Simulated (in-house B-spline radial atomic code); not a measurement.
Values are calculated unless marked as measured or tabulated.
## Stopping and range of 2 keV Ga in Ge

The pair potential comes from two frozen, spherical free-atom densities (PBE, B-spline radial code, scalar-relativistic past argon): electrostatics plus the change in Thomas-Fermi kinetic and Dirac exchange energy where they overlap, the recipe behind the universal ZBL potential, which averages such potentials (from solid-state densities) over many pairs. It is written V = (Z1 Z2 e²/r) φ(r/a), with e² = 14.3996 eV·Å and a = 0.46850 Å/(Z1^0.23 + Z2^0.23); ZBL's fit is φ = 0.18175 e^(−3.1998x) + 0.50986 e^(−0.94229x) + 0.28022 e^(−0.4029x) + 0.02817 e^(−0.20162x). Where φ falls below 4e-4 it is continued as an exponential.

The target is taken as amorphous, with density 5.3234 g/cm³ (NSM archive of the Ioffe Institute); channelling is ignored. Masses: Ga 69.72, Ge 72.63 u. Nuclear stopping is S_n = 4π a Z1 Z2 e² M1/(M1 + M2) × s_n(ε), with s_n integrated over impact parameters for each pair. Electronic stopping is Lindhard and Scharff's S_e = Z1^(1/6) 8π e² a0 Z1 Z2/(Z1^(2/3) + Z2^(2/3))^(3/2) × v/v0, with a0 = 0.529177 Å and v = v0 at 24.801 keV/u; it misses the oscillations with Z1 seen in experiment, which reach tens of per cent. Compounds add by atom fraction.

```tsv
target atom	a (Å)	ε at this energy	s_n, this pair	s_n, ZBL potential
Ge	0.10594	0.007568	0.1449	0.1466
```

Q: What are the atom density and the stopping powers at entry?

A: N = 5.3234 × 0.602214/72.63 = 0.04414 atoms/Å³. For Ge: S_n = 9314 × 0.1449 = 1349 eV·Å², S_e = 2.8742 × √2000 = 128.5 eV·Å². Averaged over the target's atoms and times N × 10 Å/nm, the ion loses N S_n = 596 eV/nm to recoils and N S_e = 56.7 eV/nm to electrons; the nuclear share is 91 %.

Along the track:

```
E (keV)  N S_n (eV/nm)  N S_e (eV/nm)
    0.1            129           12.7
    0.3            233             22
    0.6            334           31.1
      1            430           40.1
    1.5            523           49.1
      2            596           56.7
```

Q: Estimate the path length and the projected range.

A: With continuous slowing down the path is the integral of dE/(N (S_n + S_e)). Trapezoids over the table give 4.86 nm, and the stretch below the first row, with stopping taken as √E, adds 2E/(N S) = 1.4 nm: 6.27 nm in all, against 5.93 nm on a fine grid from 5 eV, a cut that itself drops some per cent of so short a path. Deflections shorten the depth: to first order in the energy passed on, N (S_n + S_e) dR_p/dE = 1 − N S_n (M2/M1) R_p/(2E), summed over the target's atoms, and integrating this on the fine grid gives R_p = 3.11 nm, 0.53 of the path. Lindhard's rule of thumb R/(1 + M2/3M1), with mean M2/M1 = 1.04, gives 4.4 nm. On the ZBL potential the same equation gives 3.02 nm, and the full integral equation, which keeps hard collisions, 3.04 nm.
